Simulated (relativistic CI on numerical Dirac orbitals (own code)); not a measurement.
Radial parameters of Bi²²⁺

Computed by Dirac-Coulomb-Breit CI, KLI orbitals optimised for each configuration, a model potential for QED, unscaled Slater integrals (own radial code, finite nucleus).

Slater integrals F^k, G^k are unscaled and averaged over j, outside the closed core [Kr]; ζ comes from projecting the Hamiltonian with its Breit term on Σ l·s of the shell.

- 4d10 4f13 5s2: ζ(4f) = 12678 cm⁻¹; <r>(4f) = 0.4156, <r^2>(4f) = 0.2018 (bohr units).
- 4d10 4f13 5s 5p: ζ(4f) = 12727, G^3(4f,5s) = 38832, F^2(4f,5p) = 100020, G^2(4f,5p) = 33071, G^4(4f,5p) = 30241, G^1(5s,5p) = 170150, ζ(5p) = 191560 cm⁻¹; <r>(4f) = 0.4153, <r^2>(4f) = 0.2014, <r>(5s) = 0.7468, <r^2>(5s) = 0.6208, <r>(5p) = 0.8045, <r^2>(5p) = 0.7227 (bohr units).
- 4d10 4f14 5p: ζ(5p) = 187190 cm⁻¹; <r>(5p) = 0.8086, <r^2>(5p) = 0.7303 (bohr units).

Averages of the first 10 configurations, taken without configuration mixing, which lowers the lowest level and can move excited configurations by several eV; other configurations of the list can lie among them:

```csv
Configuration,Parity,States,Average energy above the lowest level (eV)
4d10 4f13 5s2,odd,14,51.7
4d10 4f13 5s 5p,even,168,122.2
4d10 4f14 5s,even,2,0.2
4d10 4f14 5p,odd,6,73.5
4d10 4f13 5s 5d,odd,280,219.0
4d10 4f12 5s2 5p,odd,546,180.3
4d10 4f12 5s 5p2,even,2730,253.8
4d10 4f13 5s 5f,even,392,317.1
4d10 4f14 5d,even,10,167.5
4d9 4f14 5s2,even,10,347.6
```
